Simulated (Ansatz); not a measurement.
The same groups moved round the core (benzothiophene cyano+silyl). Gas-phase values, no solvent. Strings in code marks are SMILES.

Quantity: electronic energy of isomers of C9H7NSSi relative to `N#Cc1c([SiH3])sc2ccccc12`, in eV. The restricted reference of `N#Cc1c([SiH3])sc2ccccc12` and `N#Cc1cc2cccc([SiH3])c2s1` is unstable towards unrestricted orbitals.

Case: `N#Cc1cc2cccc([SiH3])c2s1`. Geometry of `N#Cc1cc2cccc([SiH3])c2s1` (neutral, multiplicity 1, Å):

```xyz
19

N      4.5717     2.5384    -0.1968
C      3.5953     1.8838    -0.1677
C      2.4150     1.0996    -0.1317
C      2.3105    -0.2734    -0.2787
C      0.9592    -0.7393    -0.1878
C      0.4613    -2.0618    -0.2869
C     -0.9086    -2.2867    -0.1663
C     -1.8026    -1.2121     0.0533
C     -1.3610     0.1197     0.1595
Si    -2.5775     1.5354     0.4526
C      0.0334     0.3292     0.0345
S      0.8513     1.8751     0.1253
H      3.1817    -0.9200    -0.4464
H      1.1583    -2.8960    -0.4577
H     -1.3041    -3.3104    -0.2419
H     -2.8789    -1.4276     0.1437
H     -3.9625     0.9612     0.5391
H     -2.2395     2.2566     1.7295
H     -2.5031     2.5284    -0.6757
```

Q: Give the electronic energy of isomers of C9H7NSSi relative to `N#Cc1c([SiH3])sc2ccccc12` at the level frozen-core CCSD(T)/cc-pVDZ // PBE-D3(BJ)/def2-SVP (Ansatz, a first-principles code).

A: 0.187 eV.
